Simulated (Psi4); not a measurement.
CuF (SMILES [F][Cu]), singlet, at a GFN2-xTB geometry (such geometries of metal compounds can be far from the true shape); HF/aug-cc-pVDZ (Psi4).

Psi4 was given this input:
```
memory 2 GB

molecule {
0 1
  Cu   -0.00000000   -0.00000000   -0.40615773
  F     0.00000000    0.00000000    1.30873047
}

set basis aug-cc-pvdz

energy('scf')
print_variables()
```

What the program printed (banner, timings and long lists left out):

```
   => Loading Basis Set <=

    Name: AUG-CC-PVDZ
    Role: ORBITAL
    Keyword: BASIS

         ---------------------------------------------------------
                                   SCF
               by Justin Turney, Rob Parrish, Andy Simmonett
                          and Daniel G. A. Smith
                              RHF Reference
         ---------------------------------------------------------

  ==> Geometry <==

    Molecular point group: c2v
    Full point group: C_inf_v

    Geometry (in Angstrom), charge = 0, multiplicity = 1:

       Center              X                  Y                   Z               Mass
    ------------   -----------------  -----------------  -----------------  -----------------
         CU           0.000000000000     0.000000000000    -0.397667916360    62.929597720000
         F            0.000000000000     0.000000000000     1.317220283640    18.998403162730

  Running in c2v symmetry.

  Rotational constants: A = ************  B =      0.39281  C =      0.39281 [cm^-1]
  Rotational constants: A = ************  B =  11776.21912  C =  11776.21912 [MHz]
  Nuclear repulsion =   80.538924919344595

  Charge       = 0
  Multiplicity = 1
  Electrons    = 38
  Nalpha       = 19
  Nbeta        = 19

  ==> Algorithm <==

  SCF Algorithm Type is DF.
  DIIS enabled.
  MOM disabled.
  Fractional occupation disabled.
  Guess Type is SAD.
  Energy threshold   = 1.00e-06
  Density threshold  = 1.00e-06
  Integral threshold = 1.00e-12

  ==> Primary Basis <==

  Basis Set: AUG-CC-PVDZ
    Blend: AUG-CC-PVDZ
    Number of shells: 28
    Number of basis functions: 82
    Number of Cartesian functions: 94
    Spherical Harmonics?: true
    Max angular momentum: 3

   => Loading Basis Set <=

    Name: (AUG-CC-PVDZ AUX)
    Role: JKFIT
    Keyword: DF_BASIS_SCF

  ==> Integral Setup <==

  SCF_SUBTYPE=INCORE selected. In-core MEM_DF algorithm will be used.
  Using in-core AOs.

  ==> MemDFJK: Density-Fitted J/K Matrices <==

    J tasked:                   Yes
    K tasked:                   Yes
    wK tasked:                   No
    Algorithm:                 Core
    Schwarz Cutoff:           1E-12
    Mask sparsity (%):       0.0000
    Fitting Condition:        1E-10

   => Auxiliary Basis Set <=

  Basis Set: (AUG-CC-PVDZ AUX)
    Blend: AUG-CC-PVDZ-JKFIT + DEF2-UNIVERSAL-JKFIT
    Number of shells: 86
    Number of basis functions: 350
    Number of Cartesian functions: 478
    Spherical Harmonics?: true
[...]
   @DF-RHF iter   5: -1738.42587392936639   -4.04221e-02   1.81256e-03 ADIIS/DIIS
   @DF-RHF iter   6: -1738.42731671863339   -1.44279e-03   4.27274e-04 ADIIS/DIIS
   @DF-RHF iter   7: -1738.42748243401547   -1.65715e-04   1.95140e-04 ADIIS/DIIS
   @DF-RHF iter   8: -1738.42754299498847   -6.05610e-05   5.67929e-05 DIIS
   @DF-RHF iter   9: -1738.42756618932799   -2.31943e-05   2.85295e-05 DIIS
   @DF-RHF iter  10: -1738.42757369117180   -7.50184e-06   1.85492e-05 DIIS
   @DF-RHF iter  11: -1738.42757435268868   -6.61517e-07   2.07122e-06 DIIS
   @DF-RHF iter  12: -1738.42757435784279   -5.15411e-09   4.03519e-07 DIIS
  Energy and wave function converged.

  ==> Post-Iterations <==

    Orbital Energies [Eh]
    ---------------------

    Doubly Occupied:

[...]
      10A1    -0.434033

    Virtual:

[...]
    Final Occupation by Irrep:
             A1    A2    B1    B2
    DOCC [    10,    1,    4,    4 ]
    NA   [    10,    1,    4,    4 ]
    NB   [    10,    1,    4,    4 ]

  @DF-RHF Final Energy: -1738.42757435784279

   => Energetics <=

    Nuclear Repulsion Energy =             80.5389249193445949
    One-Electron Energy =               -2591.1535512363898306
    Two-Electron Energy =                 772.1870519592027904
    Total Energy =                      -1738.4275743578425590

Computation Completed

Properties will be evaluated at   0.000000,   0.000000,   0.000000 [a0]

Properties computed using the SCF density matrix

 Multipole Moments:

 ------------------------------------------------------------------------------------
     Multipole            Electronic (a.u.)      Nuclear  (a.u.)        Total (a.u.)
 ------------------------------------------------------------------------------------

 L = 1.  Multiply by 2.5417464519 to convert [e a0] to [Debye]
 Dipole X            :          0.0000000            0.0000000            0.0000000
 Dipole Y            :          0.0000000            0.0000000            0.0000000
 Dipole Z            :         -3.0065144            0.6096502           -2.3968642
 Magnitude           :                                                    2.3968642

 ------------------------------------------------------------------------------------

  Variable Map:
  ----------------------------------------------------------------------------
[...]
  Array Variable Map:
  ----------------------------------------------------------------------------
[...]
[...]
```
